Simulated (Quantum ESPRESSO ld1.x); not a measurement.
The numbers below are computed, except where a source is named.
Co, 27 electrons, occupied as [Ne] 3s2 3p4 3d7 4s2 4f2 (not the ground configuration).

Code: ld1.x of Quantum ESPRESSO 7.5. Model: scalar-relativistic Kohn-Sham, LDA (Slater exchange, VWN5 correlation), spin-polarised, spherical densities, point nucleus; open shells are filled with parallel spins first.

Energy parts (hartree):
| part | energy |
|---|---|
| total | -1385.2087 |
| kinetic | 1402.5763 |
| electron-nucleus | -3294.9763 |
| Hartree | 563.0663 |
| exchange-correlation | -55.8751 |

Orbitals (lengths in bohr, moments of r in powers of bohr; r(max) is where P^2 peaks):
| orbital | occ. | eigenvalue (hartree) | r(max) | <1/r> | <r^2> |
|---|---|---|---|---|---|
| 1s up | 1 | -279.904 | 0.03684 | 26.99 | 0.004259 |
| 1s down | 1 | -279.860 | 0.03684 | 26.99 | 0.004258 |
| 2s up | 1 | -34.2609 | 0.2134 | 5.804 | 0.07737 |
| 2s down | 1 | -34.1490 | 0.2133 | 5.812 | 0.07709 |
| 2p up | 3 | -29.5918 | 0.1717 | 5.706 | 0.06223 |
| 2p down | 3 | -29.4864 | 0.1717 | 5.712 | 0.06198 |
| 3s up | 1 | -4.95748 | 0.6639 | 1.871 | 0.6637 |
| 3s down | 1 | -4.70072 | 0.6655 | 1.855 | 0.6758 |
| 3p up | 3 | -3.60248 | 0.6694 | 1.743 | 0.7303 |
| 3p down | 1 | -3.35383 | 0.6722 | 1.722 | 0.7519 |
| 3d up | 5 | -1.42319 | 0.6348 | 1.455 | 0.9675 |
| 3d down | 2 | -1.20135 | 0.6430 | 1.410 | 1.078 |
| 4s up | 1 | -0.74918 | 1.913 | 0.6072 | 5.412 |
| 4s down | 1 | -0.71035 | 1.968 | 0.5878 | 5.706 |
| 4f up | 2 | -0.02508 | 9.036 | 0.1131 | 118.0 |
| 4f down | 0 | -0.01287 | 10.18 | 0.1006 | 157.7 |

The highest occupied level is 4f up at -0.682 eV. The density falls to 0.001 e/bohr^3 at r = 3.80 bohr. Spin moment in Bohr magnetons: 7. Summed over all electrons, <r^2> = 258.9 bohr^2, which gives a Langevin (diamagnetic) susceptibility term of -205 x 10^-6 cm^3/mol.
